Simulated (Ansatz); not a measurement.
Reaction (redistribution): `OB(F)Br` + `BCBF` → `FBBr` + `BCB(O)F`

Computed with Ansatz on PBE0-D4/def2-TZVP structures; ΔE is electronic, products minus reactants. CCSD(T)/CBS adds triple-zeta CCSD(T) − MP2 to the extrapolated MP2 energy (def2 sets, frozen cores). DFT in def2-TZVPP. For Br outer-core shells are correlated without core-valence functions, which leaves a few kJ/mol of doubt a bond. Scalar relativity is left out up to krypton. Each species was taken in one conformer, which may not be the lowest.

`OB(F)Br`:

```xyz
5

O    -0.543    0.164    0.937
B    -0.034   -0.333   -0.199
F    -0.384   -1.541   -0.581
Br    1.199    0.660   -1.301
H    -0.238    1.050    1.145
```

`BCBF`:

```xyz
9

B     1.310   -0.013   -0.122
C    -0.050   -0.124    0.612
B    -1.206    0.137   -0.401
F    -1.938    1.237   -0.298
H     1.588   -0.792   -0.988
H     2.088    0.857    0.140
H    -0.174   -1.192    0.852
H    -0.139    0.500    1.502
H    -1.478   -0.611   -1.297
```

`FBBr`:

Cartesian coordinates in Å:
```
F -0.747 0.138 -1.145
B -0.162 -0.050 0.011
Br 1.675 0.415 0.204
H -0.766 -0.504 0.930
```

`BCB(O)F`:

Z-matrix (Å, degrees):
```
C
B 1 1.583
B 1 1.544 2 106.5
H 1 1.090 2 108.6 3 123.6
H 1 1.097 2 105.6 3 -117.8
F 2 1.328 1 119.7 3 -109.3
O 2 1.352 1 124.5 3 70.0
H 3 1.200 1 119.9 2 -78.0
H 3 1.196 1 121.7 2 98.6
H 7 0.959 2 113.7 1 -1.4
```

```json
{"species": "`OB(F)Br`", "LDA (SPW92) energy (Eh)": "-2769.91768"}
{"species": "`BCBF`", "LDA (SPW92) energy (Eh)": "-189.15210"}
{"species": "`FBBr`", "LDA (SPW92) energy (Eh)": "-2695.10460"}
{"species": "`BCB(O)F`", "LDA (SPW92) energy (Eh)": "-263.96795"}
```

Task: Work out ΔE.

Result: ΔE = (-2695.10460) + (-263.96795) − (-2769.91768) − (-189.15210) = -0.00277 Eh = -7.3 kJ/mol. CCSD(T)/CBS gives -7.9 kJ/mol.

Largest T1 diagnostic among the species: 0.013.

Leaving LDA and LC-ωPBE aside and taking each functional with its dispersion term where it has one, the values, not all of them listed here, spread over 1.6 kJ/mol, from revPBE-D4 to BHLYP-D4.
